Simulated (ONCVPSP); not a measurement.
**Varying the ONCV potential for Sn (Z = 50)**

Base potential:

```json
{"Element": "Sn", "Generator": "ONCVPSP 4.0.1", "Type": "optimised norm-conserving Vanderbilt (ONCV)", "Functional": "BLYP", "Relativity": "scalar-relativistic", "Frozen core": "[Kr]", "Valence charge": "14", "Reference configuration": "4d10 5s2 5p1 (charge +1)", "Partial waves": "5s: rc 1.80 bohr, ncon 4, nbas 7, qcut 3.6 1/bohr, 2 projectors, debl 1.4 Ha; 5p: rc 2.30 bohr, ncon 3, nbas 8, qcut 3.7 1/bohr, 3 projectors, debl 0.7 Ha; 4d: rc 1.10 bohr, ncon 4, nbas 8, qcut 9.3 1/bohr, 3 projectors, debl 3.6 Ha", "Local potential": "polynomial inside 0.90 bohr (lpopt 5, dvloc0 0 Ha)", "Core correction": "none"}
```

Cutoffs, loose and tight: the cutoffs (Ha) at which the residual kinetic energy of the hardest occupied pseudo-wave falls to 1 and 0.1 mHa per electron. They do not see the model core or the augmentation charge, which bear on the density cutoff. Test errors are all-electron minus pseudo excitation energies from the reference, over the configurations 4d10 5s2 5p2; 4d10 5s2 5p0; 4d10 5s1 5p0; 4d10 5s1 5p3. A dash means not determined; rows that change the core or the reference have their own tests. The largest error is taken over the tests solved by every variant that gives reliable tests at all: 4d10 5s1 5p3; 4d10 5s2 5p0; 4d10 5s2 5p2.

2 further variants are left out, since the program set their typed debl aside.

A true bound ghost makes a file unfit for plane-wave use even where its test errors are small: the radial tests pick states by their node count and pass the ghost by.

| change | outcome | cutoff, loose | cutoff, tight | bound ghosts | GHOST(+) flags above zero | largest test error (meV) |
| --- | --- | --- | --- | --- | --- | --- |
| base | generated | 42 Ha | 110 Ha | s, p | s, p | +2.1 |
| p: debl 0.4 | generated | 42 Ha | 110 Ha | s, p | s, p | +2.1 |
| p: debl 0.6 | generated | 42 Ha | 110 Ha | s, p | s, p | +2.1 |
| p: debl 0.75 | generated | 42 Ha | 110 Ha | s, p | s, p | +2.1 |
| p: debl 1.2 | generated | 42 Ha | 110 Ha | s, p | s | +2.1 |
| p: debl 1.5 | generated | 42 Ha | 110 Ha | s, p | s | +2.1 |
| p: debl 2.55 | generated | 42 Ha | 110 Ha | s, p | s | +2.2 |
| p: debl 3.75 | generated | 42 Ha | 110 Ha | s | s, p | +2.3 |
| p: debl 5.55 | generated | 42 Ha | 110 Ha | s | s, p | +2.5 |

Reading the sweep of the debl of the p channel (base included, trends over the rows without a ghost): Bound ghosts are found at 0.4, 0.6, 0.7, 0.75, 1.2, 1.5, 2.55, 3.75, 5.55 Ha. Every judged row has one, so this setting neither creates nor removes them.
